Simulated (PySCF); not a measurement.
# A survey of ²⁹Si NMR shifts

- NMR shieldings at PBE0/pcSseg-1/GIAO
- GFN2-xTB geometry
- code: PySCF 2.14
- one computed conformer, averaged over atoms made equivalent by symmetry, fast rotation or ring inversion, in vacuum, no relativistic terms

Shieldings were converted by a linear fit to measured shifts: ²⁹Si (scatter 8.9 ppm rms, 25.8 ppm with the 6 outliers that the fit left out vs TMS, solution or neat liquid). A few per cent of atoms miss by over 2 rms, more outside the fitted compound classes.

Question: Give the ²⁹Si shifts of `N[Si]([SiH3])([SiH3])[SiH2]O`, `[SiH3]N[SiH2]O[SiH2][SiH3]`, `CO[Si@@H]1CC(C(=O)O)=C1F`, `N[Si@H](O)[SiH]([SiH3])[SiH3]`, `N[SiH2][Si@@H](O)[SiH2][SiH3]`.

Answer: 
```
                                        compound                                        environment  δ (ppm)
 [NH2:1][Si:2]([SiH3:3])([SiH3:4])[SiH2:5][OH:6]                  Si5: silicon bonded to O, Si, 2 H    -29.7
 [NH2:1][Si:2]([SiH3:3])([SiH3:4])[SiH2:5][OH:6]                     Si2: silicon bonded to N, 3 Si    -49.7
 [NH2:1][Si:2]([SiH3:3])([SiH3:4])[SiH2:5][OH:6]              Si3/4: silicon bonded to Si, 3 H (×2)    -99.6
     [SiH3:1][NH:2][SiH2:3][O:4][SiH2:5][SiH3:6]                  Si5: silicon bonded to O, Si, 2 H    -31.1
     [SiH3:1][NH:2][SiH2:3][O:4][SiH2:5][SiH3:6]                   Si3: silicon bonded to N, O, 2 H    -33.2
     [SiH3:1][NH:2][SiH2:3][O:4][SiH2:5][SiH3:6]                      Si1: silicon bonded to N, 3 H    -58.9
     [SiH3:1][NH:2][SiH2:3][O:4][SiH2:5][SiH3:6]                     Si6: silicon bonded to Si, 3 H   -107.5
                        CO[Si@@H]1CC(C(=O)O)=C1F  silicon bonded to 2 C, O, H, in a 4-membered ring    -19.4
[NH2:1][Si@H:2]([OH:3])[SiH:4]([SiH3:5])[SiH3:6]                 Si2: silicon bonded to N, O, Si, H     -9.4
[NH2:1][Si@H:2]([OH:3])[SiH:4]([SiH3:5])[SiH3:6]                     Si5: silicon bonded to Si, 3 H    -99.1
[NH2:1][Si@H:2]([OH:3])[SiH:4]([SiH3:5])[SiH3:6]                     Si6: silicon bonded to Si, 3 H   -100.1
[NH2:1][Si@H:2]([OH:3])[SiH:4]([SiH3:5])[SiH3:6]                     Si4: silicon bonded to 3 Si, H   -125.7
[NH2:1][SiH2:2][Si@@H:3]([OH:4])[SiH2:5][SiH3:6]                  Si3: silicon bonded to O, 2 Si, H    -16.6
[NH2:1][SiH2:2][Si@@H:3]([OH:4])[SiH2:5][SiH3:6]                  Si2: silicon bonded to N, Si, 2 H    -48.1
[NH2:1][SiH2:2][Si@@H:3]([OH:4])[SiH2:5][SiH3:6]                     Si6: silicon bonded to Si, 3 H   -107.4
[NH2:1][SiH2:2][Si@@H:3]([OH:4])[SiH2:5][SiH3:6]                   Si5: silicon bonded to 2 Si, 2 H   -114.4
```
